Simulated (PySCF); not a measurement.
CH₅InO₂, SMILES C[O][InH][OH]. Atoms are numbered in the order given.

```xyz
9

In    -0.3073    -0.0363     0.4941
H     -1.5132    -0.5070     1.6217
O      1.2606     1.2375     0.6600
H      1.2863     1.6220     1.5571
O     -0.2714    -0.7679    -1.3835
C      0.7253    -0.3777    -2.3062
H      1.3051    -1.2670    -2.6504
H      0.2576     0.0766    -3.2119
H      1.4574     0.3607    -1.9048
```

Geometry: PBE-D3(BJ)/def2-SVP. The def2 effective core potentials stand for the cores of In; spin–orbit coupling is left out. Other conformers were not sampled.

All values below come from TDA-PBE/def2-SVPD run with PySCF.

Vertical excitations. The molecule is in vacuum.

Computed lowest excited states:
```csv
state,energy (eV),λ (nm),f,main pairs
S1,3.76,330,0.005,HOMO→LUMO 99 %
S2,4.13,300,0.002,"HOMO→LUMO+1 50 %, HOMO−1→LUMO 50 %"
S3,4.46,278,0.001,HOMO−1→LUMO+1 100 %
S4,4.87,255,0.116,"HOMO−1→LUMO 43 %, HOMO→LUMO+1 43 %, HOMO−1→LUMO+2 6 %"
S5,4.98,249,0.026,HOMO−2→LUMO 97 %
S6,5.30,234,0.011,HOMO→LUMO+2 98 %
S7,5.40,230,0.008,"HOMO−2→LUMO+1 73 %, HOMO−3→LUMO 23 %"
S8,5.73,216,0.004,HOMO−3→LUMO+1 100 %
S9,5.79,214,0.063,HOMO−1→LUMO+2 88 %
S10,5.97,208,0.002,HOMO→LUMO+3 100 %
T1,3.52,352,0,HOMO→LUMO 99 %
T2,3.75,331,0,"HOMO→LUMO+1 85 %, HOMO−1→LUMO 14 %"
T3,3.89,319,0,"HOMO−1→LUMO 85 %, HOMO→LUMO+1 15 %"
T4,4.32,287,0,HOMO−1→LUMO+1 99 %
```
Triplets are in the Tamm–Dancoff approximation.
